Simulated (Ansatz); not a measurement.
Steps of a relaxation of BrH₄NOSi (`N[SiH](O)Br`) with RKS PBE-D4/def2-SVP.

```sh
$ ansatz run in.yaml --threads 4 --pin off --events-out ev --progress --plain --max-ram 10444MiB
```

```yaml
crystal:
  periodic: [false, false, false]
  atoms:
    - {symbol: N, position_ang: [-0.936700, 0.593700, 0.003800]}
    - {symbol: Si, position_ang: [0.514900, -0.103300, -0.189300]}
    - {symbol: O, position_ang: [0.597300, -1.041300, 1.139500]}
    - {symbol: Br, position_ang: [0.525400, -1.344600, -1.983200]}
    - {symbol: H, position_ang: [-1.165500, 1.204400, -0.845100]}
    - {symbol: H, position_ang: [-0.931000, 1.298200, 0.775200]}
    - {symbol: H, position_ang: [1.579400, 0.949400, -0.229800]}
    - {symbol: H, position_ang: [-0.091600, -1.613600, 1.273000]}
basis:
  gaussian: {orbitals: def2-SVP}
hamiltonian: {xc: pbe, dispersion: d4}
relax: {f_tol: 0.03, max_steps: 200}
```

Positions (Å) and forces (eV/Å) along the path, 9 of 9 steps:

```xyz
8
step=1 energy=-81496.4098 eV
N    -0.937    0.594    0.004   -4.252    3.869   -1.150
Si    0.515   -0.103   -0.189    2.855   -0.647    0.084
O     0.597   -1.041    1.139    4.194    1.770    0.572
Br    0.525   -1.345   -1.983    0.077   -0.404   -0.951
H    -1.165    1.204   -0.845   -0.120   -0.908    1.030
H    -0.931    1.298    0.775   -0.087   -0.624   -0.209
H     1.579    0.949   -0.230    0.512   -0.443    0.023
H    -0.092   -1.614    1.273   -3.179   -2.614    0.600
8
step=2 energy=-81497.0296 eV
N    -0.996    0.651   -0.026   -1.599    1.781   -0.606
Si    0.503   -0.101   -0.166    1.558   -0.254   -0.224
O     0.660   -1.035    1.182    0.984    0.042    0.357
Br    0.551   -1.281   -2.069   -0.104   -0.045   -0.120
H    -1.240    1.227   -0.862   -0.104   -0.469    0.417
H    -1.032    1.313    0.769   -0.070   -0.328   -0.071
H     1.710    0.809   -0.245   -0.106   -0.303    0.149
H    -0.062   -1.641    1.360   -0.559   -0.422    0.098
8
step=3 energy=-81497.1615 eV
N    -1.010    0.697   -0.078    0.094    0.381    0.307
Si    0.539   -0.084   -0.144    0.103   -0.091   -0.217
O     0.729   -1.052    1.194   -0.014   -0.103    0.133
Br    0.457   -1.243   -2.081    0.072    0.058    0.063
H    -1.286    1.225   -0.912   -0.086   -0.086   -0.082
H    -1.120    1.314    0.742   -0.072   -0.131   -0.129
H     1.798    0.742   -0.164   -0.143   -0.099   -0.014
H    -0.014   -1.656    1.387    0.047    0.071   -0.062
8
step=4 energy=-81497.1748 eV
N    -1.004    0.725   -0.058    0.229    0.063   -0.109
Si    0.534   -0.093   -0.147   -0.066    0.094   -0.042
O     0.731   -1.062    1.194   -0.061   -0.092    0.042
Br    0.498   -1.230   -2.093   -0.053    0.038    0.059
H    -1.336    1.190   -0.913    0.004   -0.127    0.120
H    -1.112    1.361    0.743   -0.045   -0.042   -0.043
H     1.796    0.712   -0.169   -0.038    0.008    0.007
H    -0.016   -1.660    1.387    0.031    0.057   -0.034
8
step=5 energy=-81497.1813 eV
N    -0.976    0.749   -0.052    0.354   -0.173    0.265
Si    0.551   -0.081   -0.128   -0.337   -0.066   -0.114
O     0.724   -1.070    1.203    0.105    0.020   -0.018
Br    0.478   -1.212   -2.084   -0.017    0.052    0.094
H    -1.359    1.125   -0.915   -0.148    0.100   -0.257
H    -1.118    1.402    0.726   -0.029   -0.014   -0.029
H     1.808    0.711   -0.165    0.124    0.066    0.066
H    -0.017   -1.682    1.359   -0.052    0.015   -0.007
8
step=6 energy=-81497.1879 eV
N    -0.927    0.789   -0.050   -0.115   -0.005   -0.060
Si    0.560   -0.081   -0.120    0.089    0.102   -0.035
O     0.740   -1.090    1.196   -0.019   -0.056   -0.019
Br    0.448   -1.177   -2.089    0.000    0.002    0.036
H    -1.412    1.034   -0.916    0.011   -0.018    0.013
H    -1.133    1.453    0.699    0.054   -0.013    0.030
H     1.837    0.697   -0.122   -0.012   -0.024    0.004
H    -0.021   -1.681    1.346   -0.007    0.011    0.030
8
step=7 energy=-81497.1892 eV
N    -0.939    0.777   -0.049    0.024   -0.008    0.063
Si    0.562   -0.077   -0.125   -0.022   -0.039   -0.081
O     0.741   -1.114    1.168    0.034    0.022    0.088
Br    0.465   -1.170   -2.094   -0.004    0.016   -0.016
H    -1.429    1.023   -0.911    0.015    0.006    0.024
H    -1.103    1.457    0.698   -0.016   -0.010   -0.050
H     1.835    0.705   -0.116   -0.012   -0.004    0.014
H    -0.040   -1.658    1.374   -0.019    0.017   -0.042
8
step=8 energy=-81497.1904 eV
N    -0.942    0.770   -0.043   -0.005   -0.014   -0.015
Si    0.560   -0.081   -0.126    0.027   -0.023    0.035
O     0.742   -1.108    1.178    0.010    0.026   -0.021
Br    0.461   -1.168   -2.098   -0.003    0.007    0.005
H    -1.422    1.022   -0.910   -0.005    0.002    0.002
H    -1.100    1.464    0.692   -0.001    0.003    0.010
H     1.831    0.705   -0.114   -0.006   -0.007   -0.006
H    -0.038   -1.661    1.365   -0.017    0.007   -0.009
8
step=9 energy=-81497.1906 eV
N    -0.940    0.769   -0.045    0.000   -0.018   -0.011
Si    0.562   -0.081   -0.129    0.004   -0.018    0.022
O     0.740   -1.103    1.179    0.010    0.006   -0.004
Br    0.465   -1.172   -2.098   -0.005    0.010    0.002
H    -1.423    1.029   -0.908    0.000    0.002   -0.003
H    -1.104    1.451    0.700   -0.002    0.007    0.006
H     1.834    0.703   -0.119    0.000    0.000   -0.004
H    -0.043   -1.653    1.364   -0.008    0.011   -0.008
```

Run time 7.5 s (4 threads of an INTEL XEON PLATINUM 8581C on a shared host); peak host memory 0.17 GiB.
